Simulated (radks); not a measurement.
The thallium ion Tl3+, configuration [Xe] 4f14 5d10 (the NIST ground configuration). All-electron calculation, Dirac Kohn-Sham, BLYP, spin-unpolarised, spherical densities, finite nucleus; Fermi nuclear charge, rms radius 5.4759 fm. Program: a radial shooting solver on a logarithmic mesh with Libxc functionals.

Normalised radial functions P(r) = r R(r) (large component), r in bohr:

r	5s1/2	6s1/2	6p1/2
0.001318	0.1101	0.0414	0.0050
0.001535	0.1219	0.0458	0.0059
0.001786	0.1344	0.0505	0.0069
0.002063	0.1469	0.0552	0.0081
0.002402	0.1605	0.0603	0.0096
0.002796	0.1742	0.0655	0.0114
0.003255	0.1878	0.0706	0.0136
0.00379	0.2006	0.0754	0.0162
0.004377	0.2114	0.0795	0.0192
0.005095	0.2205	0.0829	0.0230
0.005931	0.2262	0.0850	0.0275
0.006905	0.2272	0.0854	0.0329
0.007975	0.2224	0.0836	0.0389
0.009284	0.2097	0.0788	0.0462
0.01081	0.1875	0.0705	0.0545
0.01258	0.1542	0.0579	0.0639
0.01465	0.1086	0.0407	0.0740
0.01692	0.0538	0.0201	0.0839
0.01969	-0.0155	-0.0059	0.0941
0.02293	-0.0936	-0.0353	0.1030
0.02669	-0.1754	-0.0661	0.1092
0.03107	-0.2528	-0.0951	0.1109
0.03588	-0.3121	-0.1174	0.1065
0.04177	-0.3474	-0.1305	0.0935
0.04863	-0.3412	-0.1280	0.0702
0.05661	-0.2826	-0.1058	0.0360
0.06591	-0.1674	-0.0622	-0.0079
0.07612	-0.0126	-0.0038	-0.0549
0.08861	0.1775	0.0678	-0.1034
0.1032	0.3574	0.1351	-0.1409
0.1201	0.4777	0.1795	-0.1559
0.1398	0.4898	0.1825	-0.1385
0.1615	0.3735	0.1368	-0.0883
0.188	0.1219	0.0401	-0.0048
0.2188	-0.2091	-0.0851	0.0934
0.2547	-0.5231	-0.2010	0.1794
0.2966	-0.7077	-0.2635	0.2231
0.3425	-0.6830	-0.2427	0.2048
0.3987	-0.4221	-0.1295	0.1173
0.4642	0.0251	0.0506	-0.0231
0.5404	0.5393	0.2418	-0.1791
0.6291	0.9802	0.3775	-0.3041
0.7265	1.2308	0.4058	-0.3557
0.8458	1.2772	0.3084	-0.3168
0.9846	1.1285	0.0969	-0.1826
1.146	0.8650	-0.1789	0.0217
1.324	0.5931	-0.4404	0.2430
1.541	0.3485	-0.6593	0.4630
1.794	0.1773	-0.7803	0.6307
2.089	0.0770	-0.7900	0.7195
2.431	0.0281	-0.7026	0.7202
2.808	0.0090	-0.5615	0.6477
3.269	0.0022	-0.3914	0.5167
3.806	0.0004	-0.2362	0.3616
4.43	0.0001	-0.1209	0.2185
5.158	0.0000	-0.0518	0.1130
5.957	0.0000	-0.0193	0.0515
6.934	0.0000	-0.0055	0.0185
8.073	0.0000	-0.0012	0.0053

5s1/2: eigenvalue -159.83 eV, 4 radial nodes at r = 0.0191, 0.0769, 0.199, 0.461 bohr, <r> = 0.878 bohr, 90 % of the charge inside 1.25 bohr. 6s1/2 (empty): eigenvalue -35.172 eV, 5 radial nodes at r = 0.0191, 0.0768, 0.198, 0.446, 1.04 bohr, <r> = 2.19 bohr, 90 % of the charge inside 3.14 bohr. 6p1/2 (empty): eigenvalue -26.595 eV, 4 radial nodes at r = 0.0642, 0.189, 0.454, 1.13 bohr, <r> = 2.54 bohr, 90 % of the charge inside 3.66 bohr.
